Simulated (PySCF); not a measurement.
# Frontier orbitals and the lowest excitations

C₄H₆FNSi.
Cartesian coordinates in Å at the GFN2-xTB level; atoms count from 1:
```xyz
13
C4H6FNSi angstrom
N      2.8603    1.5684    0.7073
C      2.2150    0.6519    0.4676
Si     1.1900   -0.8382    0.0735
C     -0.0587   -0.5315   -1.3062
C     -0.6782   -0.5289    0.1003
C     -1.2662    0.7694    0.5806
F     -1.3999    0.7643    1.9513
H      1.7983   -2.1187    0.3610
H     -0.3674   -1.3394   -1.9544
H     -0.0738    0.4197   -1.8213
H     -1.3284   -1.3701    0.3150
H     -0.6226    1.6201    0.3332
H     -2.2726    0.9335    0.1742
```

Theory: TDDFT wB97X-D/def2-SVPD, vertical, gas phase, core orbitals frozen in the response in PySCF.

Frontier orbitals with the atoms that hold most of them (Löwdin shares over 4%, at most four atoms; ? is withheld):

| orbital | ε (eV) | atoms |
| --- | --- | --- |
| HOMO-3 | -12.08 | F7 46%, C6 17%, H13 10%, C5 7% |
| HOMO-2 | -11.88 | F7 30%, C6 18%, C5 13%, H12 10% |
| HOMO-1 | -11.16 | ? |
| HOMO | -9.41 | Si3 26%, C5 24%, C4 20%, C6 6% |
| LUMO | ? | ? |
| LUMO+1 | 1.09 | N1 27%, C2 27%, Si3 23%, H8 9% |
| LUMO+2 | 2.09 | Si3 44%, H8 21%, C2 12%, C4 4% |

(1) Which atoms hold the HOMO-1, and with what shares?

(2) Which atoms hold the LUMO, and with what shares?

(3) What is the LUMO energy, and the HOMO–LUMO gap?

Answers

(1) C4 (bonded to C, Si and 2 H) 29%; C5 (bonded to 2 C, Si and H) 25%; Si3 (bonded to 3 C and H) 11%; F7 (bonded to C) 9%. By element: carbon 54% or more, silicon 11%, fluorine 9%.

(2) Si3 (bonded to 3 C and H) 29%; C2 (bonded to N and Si) 22%; N1 (bonded to C) 18%; C4 (bonded to C, Si and 2 H) 10%. By element: carbon 31% or more, silicon 29%, nitrogen 18%.

(3) ε(LUMO) = 0.62 eV; the gap is 10.03 eV (0.3684 hartree).

**Question.** How does S1 compare with the orbital gap of 10.03 eV?

**Answer.** S1 is at 5.84 eV (f = 0.0094), 4.19 eV below the gap, made of HOMO→LUMO+1 (90%). Its leading pair isn't HOMO and LUMO; the energies of that pair differ by 10.49 eV. 

**Question.** Give energy, strength and leading configuration of S1 and S2, and follow the Löwdin shares of the leading atoms from the occupied to the empty orbital.

**Answer.** 
- S1 (5.84 eV, f 0.0094), HOMO→LUMO+1 (90%): Si3 26% → 23%, C5 24% → at most 9%, N1 at most 6% → 27%, C2 at most 6% → 27%
- S2 (6.04 eV, f 0.258), HOMO→LUMO (88%): Si3 26% → 29%, C5 24% → at most 10%, C2 at most 6% → 22%

One conformer stands for the species.
